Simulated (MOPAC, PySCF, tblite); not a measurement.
Scan of O2Se, singlet: symmetric bend, bond length relaxed. Scanned: O-Se-O angle. Other coordinates (Se-O bond length) were minimised at B3LYP/def2-TZVP.

Levels of theory: RKS-M06-2X/6-31G* = restricted M06-2X/6-31G*, spherical d (PySCF); GFN2-xTB, 300 K electronic temperature (tblite); PM3, restricted, heats of formation (MOPAC); CCSD(T) on RHF/cc-pVTZ, 11 core orbitals frozen (PySCF).

Energies relative to the lowest point of each profile, in eV; the last columns give the difference from CCSD(T):

```tsv
a / °	RKS-M06-2X/6-31G*	GFN2-xTB	PM3	CCSD(T)	RKS-M06-2X/6-31G* − CCSD(T)	GFN2-xTB − CCSD(T)	PM3 − CCSD(T)
180	—	4.304	2.950	2.519	—	1.785	0.431
170	2.780	3.385	2.243	2.325	0.455	1.059	-0.083
160	2.099	2.497	1.727	1.829	0.270	0.668	-0.102
150	1.362	1.703	1.188	1.227	0.135	0.476	-0.040
140	0.723	1.029	0.732	0.675	0.048	0.354	0.057
130	0.252	0.499	0.374	0.253	-0.001	0.245	0.120
120	0.000	0.143	0.124	0.013	-0.013	0.130	0.111
110	0.002	0.000	0.000	0.000	0.002	0.000	0.000
100	0.297	0.128	0.023	0.266	0.031	-0.138	-0.244
90	0.955	0.618	0.208	0.884	0.071	-0.266	-0.676
80	2.108	1.616	0.578	1.964	0.143	-0.348	-1.386
```

RKS-M06-2X/6-31G* is furthest from CCSD(T) at 170 (0.455 eV, above); its mean absolute difference over the points is 0.117 eV.

GFN2-xTB is furthest from CCSD(T) at 180 (1.785 eV, above); its mean absolute difference over the points is 0.497 eV.

PM3 is furthest from CCSD(T) at 80 (-1.386 eV, below); its mean absolute difference over the points is 0.295 eV.

A dash means that the run gave no value there, or that the column was ended at a point which the program doubted or which failed a test of continuity chosen for this set; such a test can also cut sound points.
